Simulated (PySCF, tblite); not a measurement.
Isomers of C3H10NO2Si (doublet state), one GFN2-xTB conformer each. Single-point energies are computed at B3LYP/pcH-1 (PySCF, gas phase, no added dispersion term), electronic only. GFN2-xTB treats the open shell by occupation alone, and not every SCF solution was tested for stability.

```
              SMILES  GFN2-xTB relative energy (kJ/mol)
CC(C)O[Si@@H]([NH])O                               40.6
 [CH2]N[Si@@H](O)OCC                                0.0
```

Conformers: `[CH3:1][CH:2]([CH3:3])[O:4][Si@@H:5]([NH:6])[OH:7]` (doublet state) with C1–C2–O4–Si5 171°, C2–O4–Si5–N6 34°, O4–Si5–N6–H 145°, O4–Si5–O7–H 13°; `[CH2:1][NH:2][Si@@H:3]([OH:4])[O:5][CH2:6][CH3:7]` (doublet state) with H–C1–N2–Si3 -5° and 161°, C1–N2–Si3–O4 48°, N2–Si3–O4–H 38°, N2–Si3–O5–C6 -177°, Si3–O5–C6–C7 160°.

**Question.** What does B3LYP/pcH-1 give for the same structures?

**Answer.** 
| SMILES | B3LYP/pcH-1 E (Eh) | B3LYP/pcH-1 (kJ/mol) | GFN2-xTB (kJ/mol) | point group |
| --- | --- | --- | --- | --- |
| [CH2]N[Si@@H](O)OCC | -615.12754 | 0.0 | 0.0 | C1 |
| CC(C)O[Si@@H]([NH])O | -615.10931 | 47.8 | 40.6 | C1 |

Both levels put the same isomer lowest. 

**Question.** What happens when harmonic zero-point energies from GFN2-xTB frequencies are added?

**Answer.** 
| SMILES | ZPE (kJ/mol) | electronic (kJ/mol) | with ZPE (kJ/mol) |
| --- | --- | --- | --- |
| [CH2]N[Si@@H](O)OCC | 343.3 | 0.0 | 0.0 |
| CC(C)O[Si@@H]([NH])O | 343.5 | 47.8 | 48.0 |

The zero-point energies span 0.2 kJ/mol. The order is unchanged.
